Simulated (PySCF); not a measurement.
**How methods differ on the ionisation energy of He⁺**

He⁺ 1s1 (2S) → He²⁺ (bare nucleus), as a difference of total energies. All numbers are calculated (PySCF 2.14, the spin-free X2C one-electron Hamiltonian (Gaussian nucleus), in an uncontracted even-tempered set (18 s from 0.09 bohr⁻², ratio 2.2; 7 p from 0.17 bohr⁻², ratio 2.4; 4 d from 0.52 bohr⁻², ratio 2.4; 4 f from 0.78 bohr⁻², ratio 2.4; 3 g from 1.2 bohr⁻², ratio 2.4)). The calculations carry no spin-orbit coupling.

```csv
method,ionisation energy (eV)
UHF,54.426
LDA,52.839
PBE0,54.337
M06,54.442
TPSSh,54.431
```

Problem. Estimate what PBE gives.

Solution. 54.256 eV, closest to PBE0 among the rows shown.

Problem. Estimate what r2SCAN gives.

Solution. 54.430 eV, closest to TPSSh among the rows shown.

For comparison: 54.418 eV (theoretical estimate listed by NIST; NIST Atomic Spectra Database, ionization energies).
